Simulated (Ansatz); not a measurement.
Total energies of `C=CCCCCCCCCC[Si](Cl)(Cl)Cl` from Ansatz at PBE-D4/def2-TZVP, gas phase (1 Eh = 27.2114 eV = 2625.5 kJ/mol). The reference geometry is relaxed at PBE-D4/def2-SVP.

```xyz
36

C    -1.719    2.865   -4.884
C    -1.864    2.739   -3.553
C    -2.993    2.019   -2.870
C    -2.566    0.744   -2.114
C    -1.611    0.982   -0.941
C    -1.256   -0.293   -0.170
C    -0.305   -0.057    1.006
C     0.057   -1.334    1.770
C     0.931   -1.111    3.013
C     2.280   -0.419    2.761
C     3.207   -1.118    1.751
Si    3.807   -2.834    2.204
Cl    4.364   -2.895    4.201
Cl    2.380   -4.307    1.891
Cl    5.456   -3.314    1.045
H    -2.460    2.441   -5.584
H    -0.862    3.397   -5.326
H    -1.094    3.186   -2.896
H    -3.767    1.756   -3.622
H    -3.481    2.710   -2.144
H    -3.481    0.236   -1.736
H    -2.099    0.037   -2.834
H    -0.672    1.454   -1.307
H    -2.064    1.721   -0.240
H    -2.190   -0.773    0.201
H    -0.801   -1.031   -0.869
H     0.617    0.436    0.626
H    -0.763    0.677    1.709
H     0.555   -2.052    1.082
H    -0.879   -1.844    2.087
H     1.105   -2.090    3.510
H     0.366   -0.499    3.749
H     2.108    0.620    2.407
H     2.817   -0.320    3.728
H     2.740   -1.200    0.745
H     4.137   -0.527    1.605
```

```json
{"state": "charge 0 singlet", "geometry": "reference", "energy (Eh)": "-2100.98725"}
{"state": "charge 1 doublet", "geometry": "reference", "energy (Eh)": "-2100.67092"}
{"state": "charge -1 doublet", "geometry": "reference", "energy (Eh)": "-2100.96408"}
{"state": "free C atom (triplet)", "geometry": "–", "energy (Eh)": "-37.79597"}
{"state": "free Si atom (triplet)", "geometry": "–", "energy (Eh)": "-289.22285"}
{"state": "free Cl atom (doublet)", "geometry": "–", "energy (Eh)": "-459.95840"}
{"state": "free H atom (doublet)", "geometry": "–", "energy (Eh)": "-0.49962"}
```

Single mean-field runs in def2-TZVP are fitted with def2-universal-jkfit.

(1) Work out the vertical ionisation energy to the doublet.

(2) Work out the vertical electron affinity, to the doublet.

(3) Give the fundamental gap IE − EA, the Mulliken electronegativity (IE + EA)/2 and the hardness (IE − EA)/2.

(4) What is the binding energy per atom against free atoms?

(1) E(charge 1 doublet) − E(charge 0 singlet) = -2100.67092 − (-2100.98725) = 0.31633 Eh = 8.61 eV. For comparison, −ε of the highest occupied level is 6.25 eV at this level, 2.36 eV less.

(2) E(charge 0 singlet) − E(charge -1 doublet) = -2100.98725 − (-2100.96408) = -0.02317 Eh = -0.63 eV; negative, so the extra electron isn't bound. The basis lacks diffuse functions, which makes affinities too small.

(3) From the values in Eh: IE − EA = 0.31633 − (-0.02317) = 0.33950 Eh = 9.24 eV; (IE + EA)/2 = 3.99 eV; (IE − EA)/2 = 4.62 eV. The HOMO–LUMO gap of the same run is 5.16 eV, 4.08 eV smaller than the fundamental gap.

(4) Atoms: 11 × (-37.79597) + 1 × (-289.22285) + 3 × (-459.95840) + 21 × (-0.49962) = -2095.34574 Eh. Binding: -2095.34574 − (-2100.98725) = 5.64151 Eh = 153.51 eV, or 4.26 eV for each of 36 atoms (no zero-point energy, no counterpoise term).

At PBE-D4/def2-TZVP the gap within one spin of the charge 1 doublet nearly closes, so an electron or hole may be smeared out by delocalisation error. At PBE-D4/def2-TZVP the gap within one spin of the charge -1 doublet nearly closes, so an electron or hole may be smeared out by delocalisation error. At PBE-D4/def2-TZVP the highest occupied level of the charge -1 doublet lies above zero (up to 2.30 eV). By energy differences it is unbound by 0.63 eV (vertical, to the charge 0 singlet, at PBE-D4/def2-TZVP) and held by the finite basis.
